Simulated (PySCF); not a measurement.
C₄H₃BCl₂S.
Bonds: Cl1–B2, B2–Cl3, B2–C4, C4–C5 (aromatic), C5–C6 (aromatic), C6–S7 (aromatic), S7–C8 (aromatic), C4–C8 (aromatic). Hydrogens: H9 on C5; H10 on C6; H11 on C8.

The calculation used core-valence-separated Tamm–Dancoff BHandHLYP/aug-pcX-1 (pcseg-1 on H, def2-SVPD on Cl, def2-SVPD on S) in PySCF, non-relativistic, gas phase, PBE0-D3(BJ)/def2-SVP geometry. The energies are unshifted.

List the boron K-edge absorption lines.

| E (eV) | f | core hole on | main final orbital | polarisation |
| --- | --- | --- | --- | --- |
| 188.15 | 0.0890 | B2 | LUMO (78 %) | out of plane |
| 193.07 | 0.0215 | B2 | LUMO+1 (32 %) | in plane |
| 193.28 | 0.0093 | B2 | LUMO+2 (67 %) | mixed |
| 193.34 | 0.0685 | B2 | spread | in plane |
| 194.03 | 0.0113 | B2 | LUMO+1 (38 %) | in plane |
| 194.65 | 0.0057 | B2 | LUMO+3/LUMO+5 (2 roots, f summed) | in plane |

The first line with a tenth or more of the strongest one's intensity is at 188.15 eV (f = 0.089), with the hole on B2 (three-coordinate boron), polarised out of plane. It is also the strongest listed.

What does the C 1s absorption edge look like?

```json
{"E (eV)": "282.72", "f": "0.0263", "core hole on": "C4", "main final orbital": "LUMO (84 %)", "polarisation": "out of plane"}
{"E (eV)": "282.76", "f": "0.0586", "core hole on": "C8", "main final orbital": "LUMO (78 %)", "polarisation": "out of plane"}
{"E (eV)": "283.17", "f": "0.0613", "core hole on": "C5", "main final orbital": "LUMO+2 (74 %)", "polarisation": "out of plane"}
{"E (eV)": "283.53", "f": "0.0603", "core hole on": "C6", "main final orbital": "LUMO+2 (78 %)", "polarisation": "out of plane"}
{"E (eV)": "284.75", "f": "0.0000", "core hole on": "C5", "main final orbital": "LUMO (92 %)", "polarisation": "–"}
{"E (eV)": "284.97", "f": "0.0223", "core hole on": "C4", "main final orbital": "LUMO+2 (60 %)", "polarisation": "out of plane"}
{"E (eV)": "285.81", "f": "0.0009", "core hole on": "C6", "main final orbital": "LUMO (87 %)", "polarisation": "–"}
{"E (eV)": "285.85", "f": "0.0226", "core hole on": "C4", "main final orbital": "LUMO+2 (37 %)", "polarisation": "out of plane"}
{"E (eV)": "285.89", "f": "0.0381", "core hole on": "C6", "main final orbital": "spread", "polarisation": "in plane"}
{"E (eV)": "286.41", "f": "0.0116", "core hole on": "C5", "main final orbital": "LUMO+1 (53 %)", "polarisation": "in plane"}
{"E (eV)": "286.42", "f": "0.0367", "core hole on": "C8", "main final orbital": "spread", "polarisation": "in plane"}
{"E (eV)": "286.50", "f": "0.0018", "core hole on": "C4", "main final orbital": "LUMO+1 (82 %)", "polarisation": "in plane"}
{"E (eV)": "286.64", "f": "0.0082", "core hole on": "C4", "main final orbital": "LUMO+3 (50 %)", "polarisation": "in plane"}
{"E (eV)": "286.69", "f": "0.0220", "core hole on": "C6", "main final orbital": "LUMO+1 (38 %)", "polarisation": "in plane"}
{"E (eV)": "286.95", "f": "0.0063", "core hole on": "C5", "main final orbital": "LUMO+3 (56 %)", "polarisation": "in plane"}
{"E (eV)": "287.17", "f": "0.0013", "core hole on": "C8", "main final orbital": "LUMO+2 (87 %)", "polarisation": "out of plane"}
{"E (eV)": "287.25", "f": "0.0198", "core hole on": "C8", "main final orbital": "LUMO+1 (46 %)", "polarisation": "in plane"}
{"E (eV)": "287.44", "f": "0.0049", "core hole on": "C5", "main final orbital": "LUMO+8 (35 %)", "polarisation": "in plane"}
```

The first line with a tenth or more of the strongest one's intensity is at 282.72 eV (f = 0.026), with the hole on C4 (substituted aromatic carbon), polarised out of plane: a 1s→π* resonance. The strongest listed is at 283.17 eV (f = 0.061; C5, 1s→π*).

Roots within 0.03 eV whose holes lie on the same, on equivalent or on shared atoms are summed into one line, and the highest roots are left out, as the search may have cut off their partners. Final orbitals are the ground state's empty Kohn–Sham orbitals. A dash: too weak, shared between unlike atoms, or no plane or axis to refer to.

What is the summed oscillator strength of the listed B K lines, and their intensity-weighted mean energy?

Σf = 0.205 over 6 lines from 188.15 to 194.65 eV; the weighted mean is 191.13 eV. The strongest line holds 43 % of the sum.

Only the lowest roots of each edge were sought.

On one thread of an Arm Neoverse N1, shared host with 64 logical CPUs at a one-minute load of 58, this took 53 s wall and 1.2 GiB of memory at its peak.

Shape of the structure used: `[Cl:1][B:2]([Cl:3])[c:4]1[cH:5][cH:6][s:7][cH:8]1`: Cl1–B2–C4–C5 -1°.
